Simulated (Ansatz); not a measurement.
Total energies of Ga12N12H32, a nanocrystal cut from zinc blende GaN (hydrogen-capped) from Ansatz at PBE0-D4/def2-TZVP, gas phase (1 Eh = 27.2114 eV = 2625.5 kJ/mol). The reference geometry is relaxed at PBE-D4/def2-SVP.

```xyz
56

N    -0.2114   -3.4429    1.3336
N     2.9812   -1.2600   -2.1509
N     0.4014    0.8337   -3.2200
N    -2.7812   -1.7022    0.4458
N    -2.4064    0.4285   -1.8287
N    -0.0168   -1.4040   -1.0076
N     1.3918   -0.8988    1.8231
N     1.7969    1.2108   -0.4173
N    -1.1123    0.9035    0.9711
N    -1.2773   -1.2052    3.2570
N    -0.6237    2.9952   -1.3676
N     0.7961    3.3504    1.8010
Ga    1.5105   -2.5373   -1.6111
Ga   -1.2722   -2.7168   -0.2653
Ga    0.3455   -2.2420    2.8030
Ga   -0.8992   -0.6015   -2.5562
Ga    3.4951    0.2538   -0.8817
Ga    1.1468    2.1979   -1.9288
Ga   -3.8081   -0.8592   -1.1053
Ga   -2.4051   -0.3299    1.7830
Ga   -2.0457    1.8153   -0.4841
Ga    0.4600   -0.0100    0.2681
Ga    2.4531    2.4616    1.0052
Ga   -0.7297    2.1904    2.4465
H    -0.6701   -4.2943    1.6890
H     0.6622   -3.7777    0.8826
H     3.8341   -1.8403   -2.1886
H     2.8685   -0.9401   -3.1232
H    -0.0595    1.3272   -3.9999
H     1.1851    0.3506   -3.6827
H    -3.4719   -2.3635    0.8352
H    -2.9056    0.8687   -2.6186
H     2.2732   -1.2870    1.4437
H     1.7104   -0.1298    2.4379
H    -1.8962   -1.7268    3.8946
H    -0.9562   -0.3846    3.8061
H    -1.0638    3.4425   -2.1865
H    -0.4458    3.7911   -0.7378
H     0.4613    4.1386    1.2289
H     1.1560    3.8107    2.6521
H     1.1174   -3.3839   -2.8915
H     2.1175   -3.2753   -0.3162
H    -1.6434   -3.9698   -1.1474
H     1.0269   -2.9673    4.0230
H    -1.2388   -1.5233   -3.7892
H     4.4439    1.2156   -1.7132
H     3.9916   -0.5609    0.3978
H     2.0321    3.2630   -2.6810
H    -4.0363   -1.9901   -2.1931
H    -4.9839    0.0024   -0.4807
H    -3.6651    0.2847    2.5048
H    -3.2637    2.7508   -0.1279
H     2.9764    1.6066    2.2462
H     3.3005    3.6296    0.3465
H    -0.0754    1.3629    3.6625
H    -1.9709    3.1383    2.7141
```

```
                 state   geometry   energy (Eh)
      charge 0 singlet  reference  -23771.88562
      charge 1 doublet  reference  -23771.57321
     charge -1 doublet  reference  -23771.87599
 free N atom (quartet)          –     -54.54382
free Ga atom (doublet)          –   -1924.55212
 free H atom (doublet)          –      -0.50104
```

Single mean-field runs in def2-TZVP are fitted with def2-universal-jkfit.

Problem. Work out the vertical ionisation energy to the doublet.

Solution. E(charge 1 doublet) − E(charge 0 singlet) = -23771.57321 − (-23771.88562) = 0.31241 Eh = 8.50 eV. For comparison, −ε of the highest occupied level is 7.32 eV at this level, 1.18 eV less.

Problem. Work out the vertical electron affinity, to the doublet.

Solution. E(charge 0 singlet) − E(charge -1 doublet) = -23771.88562 − (-23771.87599) = -0.00963 Eh = -0.26 eV; negative, so the extra electron isn't bound. The basis lacks diffuse functions, which makes affinities too small.

Problem. Give the fundamental gap IE − EA, the Mulliken electronegativity (IE + EA)/2 and the hardness (IE − EA)/2.

Solution. From the values in Eh: IE − EA = 0.31241 − (-0.00963) = 0.32204 Eh = 8.76 eV; (IE + EA)/2 = 4.12 eV; (IE − EA)/2 = 4.38 eV. The HOMO–LUMO gap of the same run is 6.69 eV, 2.07 eV smaller than the fundamental gap.

Problem. What is the binding energy per atom against free atoms?

Solution. Atoms: 12 × (-54.54382) + 12 × (-1924.55212) + 32 × (-0.50104) = -23765.18456 Eh. Binding: -23765.18456 − (-23771.88562) = 6.70106 Eh = 182.35 eV, or 3.26 eV for each of 56 atoms (no zero-point energy, no counterpoise term).

At PBE0-D4/def2-TZVP the highest occupied level of the charge -1 doublet lies above zero (up to 1.32 eV). Energy differences disagree on whether the electron is bound (positive means bound): -0.26 eV (vertical, to the charge 0 singlet, at PBE0-D4/def2-TZVP), but 0.14 eV at PBE-D4/def2-TZVP.
